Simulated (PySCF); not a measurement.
CH$_{3}$, charge -1, singlet, geometry from GFN2-xTB. Base run: PySCF with HF/def2-SVP.

The PySCF input:
```python
from pyscf import gto, scf

mol = gto.Mole()
mol.atom = '''
    C     0.09443537    0.09844229    0.10070566
    H    -0.62720871   -0.62142525    0.62463322
    H     0.66399153   -0.60849894   -0.59880803
    H    -0.60339501    0.63927042   -0.63005917
'''
mol.basis = 'def2-svp'
mol.charge = -1
mol.verbose = 4
mol.build()

mf = scf.RHF(mol)
mf.kernel()
```

Each row names what was changed in the base input (with any setting that the change needs).

```tsv
change	ΔE vs base (µEh)	fitting functions
base	0.0	-
exchange = seminumerical (SGX) (with mf = sgx.sgx_fit(mf, auxbasis='def2-universal-jfit'); with mf.with_df.dfj = True)	-102	82
auxbasis = cc-pvtz-jkfit	-11.1	169
auxbasis = cc-pvqz-jkfit	-5.9	259
auxbasis = even-tempered beta=2.0	19.2	193
auxbasis = def2-svp-ri	-640	90
auxbasis = def2-tzvp-ri	-33.1	121
auxbasis = def2-universal-jfit	369	82
auxbasis = default (with mf = mf.density_fit())	-9.9	129
auxbasis = cc-pvdz-jkfit	-14.7	139
```

A fitting set is made for a task (jfit for Coulomb, jkfit for Coulomb and exchange, ri for correlation) and for a family of orbital bases.
